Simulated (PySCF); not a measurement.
Molecule: SMILES C[Si](C)(C)/C=C/B(O)O, singlet. Atoms near the plane z = 0.8 Å, at the GFN2-xTB optimised geometry (x, y, z in Å): Si1 (-2.1, -0.9, 0.0), C2 (-2.7, -1.8, 1.6), C3 (-2.7, 0.9, 0.0), C5 (-0.2, -0.9, 0.0), O9 (2.8, -0.9, 0.2), H10 (-3.8, -1.8, 1.6), H11 (-2.4, -2.9, 1.6), H13 (-2.3, 1.4, 0.9), H14 (-3.8, 0.9, 0.0), H19 (0.3, -0.5, 0.9), H22 (3.8, -0.9, 0.1).

Calculation: CAM-B3LYP/def2-SVP in PySCF. The values are rescaled to run from 0 to 1.

```
|...........................|
|...........................|
|...........................|
|...........................|
|...........................|
|...........................|
|...........................|
|...........................|
|...........................|
|...........................|
|.......=@:.................|
|.......-+..................|
|......  ...................|
|...... ..   ...............|
|...... .   .:#+...::. .....|
|.......::  ..+=...:=.  ....|
|.......=*:.. .....::.......|
|.......-=: ................|
|......  ...................|
|...... ....................|
|...........................|
|...........................|
|...........................|
|...........................|
|...........................|
|...........................|
|...........................|
```
Scale: ten equal steps from 0.000 (start of ' ') to 1.00 (end of '@'), in the order ' .:-=+*#%@'; x runs from -6.00 to 6.00, y from -6.00 (bottom) to 6.00 (top).

Problem. Which quantity is mapped?
(A) deformation density (molecule minus spherical neutral atoms)
(B) electrostatic potential
(C) an orbital amplitude
(D) electron localisation function

Solution. A, deformation density (molecule minus spherical neutral atoms). In full: deformation density (molecule minus spherical neutral atoms) (e/bohr³).
